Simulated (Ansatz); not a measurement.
Gas-phase electronic energies from Ansatz, PBE0-D4/def2-TZVP geometries. CBS: MP2 limit from def2 TZ/QZ plus the TZ coupled-cluster correction, frozen cores. This one scheme is used for every species. Functionals use def2-TZVPP. B3LYP here is the variant with VWN-RPA as its local correlation; programs differ in this.

`CB(F)F` + H₂ → `CBF` + H–F  (hydrogenolysis of a B–F bond)

Is it downhill or uphill in electronic energy at CCSD(T)/CBS, and by how much? (An estimate is asked.)

Ansatz gave: Uphill: ΔE = +137.5 kJ/mol.

What do these levels give: B3LYP-D4, r2SCANh-D4, ωB97X-V, revPBE, BHLYP, HF/CBS(def2)? (Estimate.)

The calculation gave: B3LYP-D4 144.0, r2SCANh-D4 149.7, ωB97X-V 142.4, revPBE 136.2, BHLYP 142.9, HF/CBS(def2) 141.0 kJ/mol.

Largest T1 diagnostic among the species: 0.012.

Leaving LDA and LC-ωPBE aside and taking each functional with its dispersion term where it has one, the values, not all of them listed here, spread over 12.9 kJ/mol, from HSE06-D4 to B97M-V. LDA lies +8.5 kJ/mol from PBE without D4. At CCSD(T), def2-SVP lies +19.4 kJ/mol from the extrapolated value and def2-TZVPP +3.4 kJ/mol. From r2SCAN to r2SCAN0 (25 % exact exchange), in def2-TZVPP and without D4, ΔE moves by −3.6 kJ/mol.
